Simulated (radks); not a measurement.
Values are calculated unless marked as measured or tabulated.
Valence configurations of Br III (all share [Ar]). Code: a radial shooting solver on a logarithmic mesh with Libxc functionals. Model: Dirac Kohn-Sham, BLYP, spin-unpolarised, spherical densities, finite nucleus; open shells are shared between the two j in proportion to 2j + 1; Fermi nuclear charge, rms radius 4.1629 fm. Energies are relative to 3d10 4s2 4p3; eigenvalues in eV.

| valence | E (eV) | e(3d3/2) | e(3d5/2) | e(4p1/2) | e(4p3/2) | e(4s1/2) |
|---|---|---|---|---|---|---|
| 3d10 4s2 4p3 | 0.000 | -91.262 | -90.172 | -28.535 | -27.881 | -41.726 |
| 3d10 4s1.5 4p3.5 | 6.832 | -92.031 | -90.940 | -28.881 | -28.218 | -42.140 |
| 3d10 4s1 4p4 | 13.701 | -92.788 | -91.697 | -29.221 | -28.550 | -42.547 |
| 3d10 4p5 | 27.544 | -94.271 | -93.179 | -29.882 | -29.195 | - |
| 3d9.5 4s2 4p3.5 | 32.608 | -97.868 | -96.750 | -29.718 | -29.019 | -43.303 |
| 3d9 4s2 4p4 | 67.966 | -104.59 | -103.45 | -30.889 | -30.145 | -44.854 |
| 3d9 4s1 4p5 | 82.492 | -106.02 | -104.87 | -31.529 | -30.769 | -45.612 |
| 3d8.5 4s1.5 4p5 | 113.58 | -112.13 | -110.95 | -32.362 | -31.565 | -46.750 |
| 3d8 4s2 4p5 | 147.19 | -118.39 | -117.18 | -33.201 | -32.366 | -47.888 |
| 3d8 4s1 4p6 | 162.49 | -119.73 | -118.52 | -33.801 | -32.951 | -48.591 |

NIST lists [Ar] 3d10 4s2 4p3 as the ground configuration; this level of theory agrees among the configurations tried. The energies are those of spherical spin-averaged densities, not of single terms.
